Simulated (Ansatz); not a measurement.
Start from `CC(C)(C)[NH][In]([F])[F]` and change one atom or group to get `CC(C)(C)N[Si](F)(F)F`.

Ansatz, PBE0-D4/def2-TZVP geometries, multiplicity 1. Each molecule was computed in one conformer, which needn't be the lowest.

Elements past krypton have def2 core potentials.

```csv
property,`CC(C)(C)[NH][In]([F])[F]`
LUMO energy (PBE0/def2-TZVPP) / eV,-2.02
HOMO energy (PBE0/def2-TZVPP) / eV,-7.44
HOMO–LUMO gap (PBE/def2-TZVPP) / eV,3.21
LUMO energy (B3LYP/def2-TZVPP) / eV,-2.37
HOMO energy (B3LYP/def2-TZVPP) / eV,-7.25
HOMO energy (PBE/def2-TZVPP) / eV,-6.12
```

(1) What does the change do to each property? (Best estimate.)

## Answers

(1) Ansatz gave: 
| property | `CC(C)(C)N[Si](F)(F)F` | shift |
| --- | --- | --- |
| LUMO energy (PBE0/def2-TZVPP) / eV | 0.53 | 2.55 |
| HOMO energy (PBE0/def2-TZVPP) / eV | -7.66 | -0.22 |
| HOMO–LUMO gap (PBE/def2-TZVPP) / eV | 5.92 | 2.71 |
| LUMO energy (B3LYP/def2-TZVPP) / eV | 0.21 | 2.58 |
| HOMO energy (B3LYP/def2-TZVPP) / eV | -7.43 | -0.18 |
| HOMO energy (PBE/def2-TZVPP) / eV | -6.22 | -0.10 |

With PBE0 the HOMO falls by 0.22 eV and the LUMO rises by 2.55 eV, so the gap widens by about 2.77 eV. PBE moves the HOMO by -0.10 eV and ωB97M-V by -0.27 eV.

B3LYP here is the variant with VWN-RPA as its local correlation; programs differ in this.
